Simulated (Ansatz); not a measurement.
Gas-phase electronic energies from Ansatz, PBE0-D4/def2-TZVP geometries. CCSD(T)/CBS is the MP2 limit (def2-TZVPP, def2-QZVPP) plus CCSD(T) − MP2 in def2-TZVPP, frozen cores. This one scheme is used for every species. DFT in def2-TZVPP. B3LYP here is the variant with VWN-RPA as its local correlation; programs differ in this. Each species was taken in one conformer, which may not be the lowest.

`N[SiH]([SiH3])CCl` + H₂ → `N[SiH2][SiH3]` + `CCl`  (hydrogenolysis of the Si–C bond)

`N[SiH]([SiH3])CCl`:

```xyz
13

N    -1.735   -0.930    0.066
Si   -0.488    0.219    0.329
Si    0.495    0.786   -1.723
C     0.872   -0.393    1.497
Cl    2.107    0.892    1.643
H    -1.645   -1.697   -0.578
H    -2.488   -1.068    0.718
H    -1.101    1.401    0.993
H     1.380    1.974   -1.616
H     1.303   -0.364   -2.223
H    -0.569    1.068   -2.726
H     1.372   -1.287    1.122
H     0.495   -0.602    2.499
```

H₂:

```xyz
2

H     0.045    0.138    0.344
H    -0.045   -0.138   -0.344
```

`N[SiH2][SiH3]`:

Cartesian coordinates in Å:
```
N -1.248 -0.993 -0.813
Si 0.319 -0.274 -0.773
Si 0.509 0.999 1.182
H -1.582 -1.500 -0.009
H -1.578 -1.419 -1.664
H 0.443 0.591 -1.979
H 1.471 -1.230 -0.818
H 0.200 0.157 2.372
H -0.431 2.153 1.173
H 1.898 1.515 1.329
```

`CCl`:

```xyz
5

C     0.017    0.063    0.131
Cl   -0.186   -0.704   -1.455
H    -0.367   -0.609    0.894
H    -0.539    0.998    0.138
H     1.075    0.252    0.293
```

CCSD(T)/CBS gives -4.6 kcal/mol.

(1) Another level gave -6.5 kcal/mol. Which?
A. B3LYP/def2-TZVPP
B. ωB97M-V/def2-TZVPP
C. PBE/def2-TZVPP
D. MP2/def2-TZVPP

Largest T1 diagnostic among the species: 0.011.

Results:

(1) C. PBE -6.5, ωB97M-V -4.8, MP2/def2-TZVPP -3.8, B3LYP -9.0 kcal/mol.

In def2-TZVPP, CCSD(T) changes the Hartree–Fock value by +7.2 kcal/mol (the triples alone add +1.4 kcal/mol) and MP2 by +8.9 kcal/mol. The D4 term adds +3.8 kcal/mol with B3LYP and +2.1 kcal/mol with PBE0; it sums over pairs of atoms, weighted by their polarisabilities, and B3LYP, whose exchange is more repulsive, gets the larger term. From PBE to PBE0 (25 % exact exchange), in def2-TZVPP and without D4, ΔE moves by −0.8 kcal/mol.
